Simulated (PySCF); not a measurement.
**Vanadium: a sound run and one with changed settings**

Sound run: V [Ar] 3d3 4s2, V⁺ [Ar] 3d4. Calculation: PySCF 2.14, in def2-SVP (5s3p2d1f, 31 functions); the non-relativistic Hamiltonian (point nucleus). In the sound run the correlated levels freeze [Ar]. The sound run starts from symmetry-adapted Hartree-Fock orbitals and uses a fine grid where one is needed.

Changed run: initial guess atom, at most 50 SCF cycles.

| species | method | sound run (hartree) | changed run (hartree) | converged |
| --- | --- | --- | --- | --- |
| V | UHF | -942.75223 | -942.75223 | yes |
| V | B3LYP | -943.78563 | -943.78563 | yes |
| V | BP86 | -943.87077 | -943.87491 | yes |
| V | MP2 | -942.78982 | -942.78982 | yes |
| V⁺ | UHF | -942.53004 | -942.54340 | yes |
| V⁺ | B3LYP | -943.54161 | -943.54161 | yes |
| V⁺ | BP86 | -943.63468 | -943.63986 | yes |

Ionisation energy of V:

```csv
method,sound run (eV),changed run (eV)
B3LYP,6.640,6.640
```

The plain start fixes occupations by D2h representation alone, and V at BP86, V⁺ at UHF, V⁺ at BP86 landed in another state (other ⟨L²⟩ or ⟨S²⟩). 

For comparison, NIST gives 6.746 eV between the lowest levels.
